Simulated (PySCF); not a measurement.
Several structures and their simulated spectra, in scrambled order.

A. `CCC(=O)[SiH2]OC`
B. SMILES FC(F)[C@@H]1C=C[C@@H](F)O1
C. `C=Cc1ccoc1C(=O)Cl`

Spectrum 1. ¹³C{¹H} NMR (computed): δ 164.7 (C), 154.3 (CH), 145.7 (C), 144.5 (C), 134.9 (CH), 129.2 (CH2), 116.8 (CH).

Spectrum 2. ¹³C{¹H} NMR (computed): δ 139.4 (CH), 138.4 (CH), 121.5 (CH), 121.0 (CH), 92.9 (CH).

Spectrum 3. ¹³C{¹H} NMR (computed): δ 253.4 (C), 53.4 (CH3), 45.2 (CH2), 7.2 (CH3).

Gas phase, fast rotation and ring inversion assumed for equivalent nuclei, one computed conformer, non-relativistic Hamiltonian. Geometry from GFN2-xTB; shieldings: GIAO PBE0/pcSseg-1; PySCF 2.14.

Shifts are taken against calculated references (same method and geometry level): ¹³C (σref 186.93) against TMS. Splittings of carbon signals by F and P are missing where no couplings were computed. Shifts are as computed. Against solution values, carbons near 30 ppm lie about +3 ppm off and those near 130 ppm about +5 ppm; carbons on Cl a further +6 ppm. Of 1211 compounds with measured shifts, 218 miss one by over three times the rms of a fit or turn the order of signals round; such compounds aren't used in these exercises. Carbons bonded to Cl come out too deshielded.

Match each spectrum to its structure.

Results:

1–C, 2–B, 3–A.

- Spectrum 1 (C): 7 ¹³C signals; δC 134.9 is an alkene CH; δC 129.2 is a terminal =CH2 carbon.
- Spectrum 2 (B): 5 ¹³C signals; δC 139.4 is an alkene CH; δC 138.4 is an alkene CH.
- Spectrum 3 (A): 4 ¹³C signals; δC 53.4 is a methyl carbon bonded to O; δC 45.2 is an sp3 CH2 α to a carbonyl.
